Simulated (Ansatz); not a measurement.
`C[O][Ge]([F])([Cl])[SeH]` and `C[O][GeH]([F])[SeH]` differ in one atom or group.

Ansatz, PBE0-D4/def2-TZVP geometries, multiplicity 1. Each molecule was computed in one conformer, which needn't be the lowest.

Scalar relativity is left out up to krypton.

```tsv
property	`C[O][Ge]([F])([Cl])[SeH]`
size of the dipole moment (PBE/def2-TZVPP) / D	1.52
LUMO energy (PBE0/def2-TZVPP) / eV	-1.31
HOMO–LUMO gap (B3LYP/def2-TZVPP) / eV	5.97
HOMO–LUMO gap (ωB97M-V/def2-TZVPP) / eV	10.74
size of the dipole moment (ωB97M-V/def2-TZVPP) / D	1.50
HOMO–LUMO gap (PBE/def2-TZVPP) / eV	4.35
```

Q: Give the same properties after the change, and the shifts. (An estimate is asked.)

A: The calculation gave: 
```
                                          property  `C[O][GeH]([F])[SeH]`  shift
    size of the dipole moment (PBE/def2-TZVPP) / D                   1.01  -0.51
                LUMO energy (PBE0/def2-TZVPP) / eV                  -0.59   0.72
             HOMO–LUMO gap (B3LYP/def2-TZVPP) / eV                   6.38   0.41
           HOMO–LUMO gap (ωB97M-V/def2-TZVPP) / eV                  11.07   0.33
size of the dipole moment (ωB97M-V/def2-TZVPP) / D                   1.07  -0.43
               HOMO–LUMO gap (PBE/def2-TZVPP) / eV                   4.80   0.45
```

With PBE0 the HOMO rises by 0.33 eV and the LUMO rises by 0.72 eV, so the gap widens by about 0.39 eV. PBE moves the HOMO by 0.31 eV and ωB97M-V by 0.34 eV. Dipoles are sizes alone; their direction can turn.

B3LYP here is the variant with VWN-RPA as its local correlation; programs differ in this.

Spin–orbit coupling is left out; it splits and shifts lone-pair levels of the heavy atoms by tenths of an eV.
